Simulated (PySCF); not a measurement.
Si(CCH)3(F), SMILES C#C[Si](F)(C#C)C#C (C6H3FSi) (B3LYP/def2-SVP optimised geometry):

```
11

C     -2.406     0.919     0.006
C     -1.976    -0.220     0.000
Si    -1.329    -1.925     0.000
F     -1.835    -2.657    -1.359
C     -1.975    -2.861     1.425
C     -2.404    -3.482     2.380
C      0.494    -1.925     0.000
C      1.711    -1.922     0.006
H     -2.786     1.925     0.008
H     -2.784    -4.032     3.222
H      2.786    -1.921     0.009
```

Calculation: B3LYP/def2-TZVP (PySCF).

Question: What are the frontier orbital energies and the dipole moment?

Answer: HOMO-2 -8.27 eV, HOMO-1 -8.27 eV, HOMO -8.12 eV, LUMO -1.70 eV, LUMO+1 -0.92 eV; dipole moment 2.21 D.

On the same geometry PBE/def2-TZVP in PySCF gives HOMO-2 -7.32 eV, HOMO-1 -7.32 eV, HOMO -7.18 eV, LUMO -2.41 eV, LUMO+1 -1.67 eV; dipole moment 2.12 D.

Meta-Löwdin charges at B3LYP/def2-TZVP: C1 -0.12, C2 -0.31, Si3 1.25, F4 -0.49, C5 -0.31, C6 -0.12, C7 -0.31, C8 -0.12, H9 0.18, H10 0.18, H11 0.18.
